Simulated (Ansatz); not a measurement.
Molecule: sum formula Si₂N₂H₉, charge 1, multiplicity 1. It need not be the lowest isomer of its formula. 
Structure (B3LYP-D3(BJ)/def2-TZVP (Ansatz, a quantum-chemistry and plane-wave program) minimum search):
SMILES: N[SiH2][SiH2][NH3+]
```xyz
13

N      1.3797    -0.9765    -0.6946
Si     1.2124     0.2032     0.5960
Si    -1.1431     0.4972     0.5355
N     -1.3971    -0.2417    -1.2064
H      2.0918    -0.7799    -1.3884
H      1.4704    -1.9482    -0.4196
H      1.6472    -0.2723     1.9215
H      1.8646     1.4583     0.1811
H     -1.9707    -0.4001     1.3621
H     -1.7376     1.8398     0.4189
H     -0.4963    -0.7274    -1.4176
H     -2.1632    -0.9119    -1.2656
H     -1.5550     0.4644    -1.9255
```
Charge +1, spin multiplicity 1.

Basis-set convergence of Hartree-Fock and MP2 correlation energies (hartree) with Ansatz. Valence correlation only, unless marked. Spin-orbit coupling is left out. Non-relativistic.

| basis | functions | E(HF) | E(corr, MP2) |
|---|---|---|---|
| cc-pV(D+d)Z | 119 | -691.85038 | -0.54956 |
| cc-pV(T+d)Z | 264 | -691.91610 | -0.68337 |
| cc-pV(Q+d)Z | 508 | -691.93096 | -0.73134 |

Extrapolating the two largest sets (X = 3 and 4) as X^-3: E(corr) = (64·(-0.73134) - 27·(-0.68337))/37 = -0.7663 Eh, an estimate of the basis-set limit. The largest set recovers 95.4 % of it, the smallest 71.7 %.
